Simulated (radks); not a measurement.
Coulomb parameter of the 5d shell of the gold ion Au+ in the model configuration [Xe] 4f14 5d9 6p1, as a second difference U = [E(n + 0.5) + E(n - 0.5) - 2 E(n)] / (0.5)^2 with all orbitals relaxed. "Bare": the charge of the atom changes with n. "Screened": the 6p shell takes up the change at fixed total charge, which measures U(5d,5d) + U(6p,6p) - 2 U(5d,6p). All-electron calculation, Dirac Kohn-Sham, PBE, spin-unpolarised, spherical densities, finite nucleus; open shells are shared between the two j in proportion to 2j + 1; Fermi nuclear charge, rms radius 5.4371 fm. Program: a radial shooting solver on a logarithmic mesh with Libxc functionals.

case,configuration,E - E(n) (eV)
start,[Xe] 4f14 5d9 6p1,0.000
bare +0.5,[Xe] 4f14 5d9.5 6p1,-8.278
bare -0.5,[Xe] 4f14 5d8.5 6p1,11.122
screened +0.5,[Xe] 4f14 5d9.5 6p0.5,-5.175
screened -0.5,[Xe] 4f14 5d8.5 6p1.5,5.800

U(bare) = 11.374 eV, U(screened by 6p) = 2.499 eV.
